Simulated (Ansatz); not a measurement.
Molecule: SnF$_{4}$ (charge 0, singlet). SMILES: [F][Sn]([F])([F])[F]
Geometry: optimised at B3LYP-D3(BJ)/def2-TZVP (Ansatz, a quantum-chemistry and plane-wave program).

Wanted: atomisation energy (electronic, to ground-state atoms), in kJ/mol. Correlated levels leave the core frozen unless marked. UHF or UKS for open shells. Spin-orbit coupling is left out. Frozen are the shells of the preceding noble gas and the d and f shells that filled before the atom's block. Past Kr the def2 sets carry scalar-relativistic core potentials. The coupled-cluster limit lacks core correlation, which all-electron functionals hold. CBS(X,Y): correlation extrapolated as X^-3; Hartree-Fock from the larger set.

```tsv
level	program	atomisation energy (kJ/mol)
BHLYP-D4/def2-TZVPD	Ansatz + dftd4	[?]
CAM-B3LYP/def2-TZVPD	Ansatz	1705.8
LC-wPBE/def2-TZVPD	Ansatz	[?]
B2PLYP-D3(BJ)/def2-TZVPD	Ansatz + dftd3	1718.4
CCSD(T)/CBS(def2-TZVPPD,def2-QZVPPD)	Ansatz	1785.5
```

Question: Complete the blanks.

Answer: 
- BHLYP-D4/def2-TZVPD, atomisation energy (kJ/mol): 1553.1
- LC-wPBE/def2-TZVPD, atomisation energy (kJ/mol): 1730.7
